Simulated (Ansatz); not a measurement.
`[SiH3]O[Si]Br` + CH₄ → `C[Si]Br` + silanol at 700 K and 1 bar (formal exchange of groups at the Si–O bond).

Calculated with Ansatz (gas phase, PBE0-D4/def2-TZVP geometries, no zero-point term in ΔE). CCSD(T)/CBS is the MP2 limit (def2-TZVPP, def2-QZVPP) plus CCSD(T) − MP2 in def2-TZVPP, frozen cores. This one scheme is used for every species. For Br outer-core shells are correlated without core-valence functions, which leaves a few kJ/mol of doubt a bond. Scalar relativity is left out up to krypton. Each species was taken in one conformer, which may not be the lowest.

| species | CCSD(T)/CBS energy (Eh) | H − E (kJ/mol) | S (J/(mol·K)) |
| --- | --- | --- | --- |
| `[SiH3]O[Si]Br` | -3228.55316 | 145.1 | 444.5 |
| CH₄ | -40.46206 | 145.9 | 224.0 |
| `C[Si]Br` | -2902.25975 | 144.5 | 378.9 |
| `O[SiH3]` | -366.69042 | 144.6 | 321.6 |

H − E and S are ideal-gas, rigid-rotor, harmonic terms from PBE0-D4/def2-TZVP, for one conformer and one mirror image of each species. 1 Eh = 2625.50 kJ/mol, R = 8.31446 J/(mol·K).

Problem. By hand: ΔE, ΔH, ΔS and ΔG.

Solution. ΔE = (-2902.25975) + (-366.69042) − (-3228.55316) − (-40.46206) = 0.06505 Eh = 170.8 kJ/mol. Δ(H − E) = 144.5 + 144.6 − 145.1 − 145.9 = -1.9, so ΔH = 168.9 kJ/mol. ΔS = 378.9 + 321.6 − 444.5 − 224.0 = 32.0 J/(mol·K). ΔG = 168.9 − 700 × (32.0)/1000 = 146.5 kJ/mol.

Problem. By hand: the equilibrium constant, and the temperature at which ΔG would vanish if ΔH and ΔS stayed fixed.

Solution. log₁₀ K = −ΔG/(RT ln 10) = -10.9. ΔG = 0 at ΔH/ΔS = 5278 K, far beyond where these terms or the molecules hold.

ΔH outweighs TΔS. A doubt of 5 kJ/mol in ΔE shifts log₁₀ K by 0.4 here. Other conformers and mirror images would add mixing entropy, several J/(mol·K) or more a flexible species. These are equilibria of isolated gas molecules and say nothing of rates. Largest T1 diagnostic: 0.012 (customary marks: 0.02 for closed shells, 0.045 for open ones).
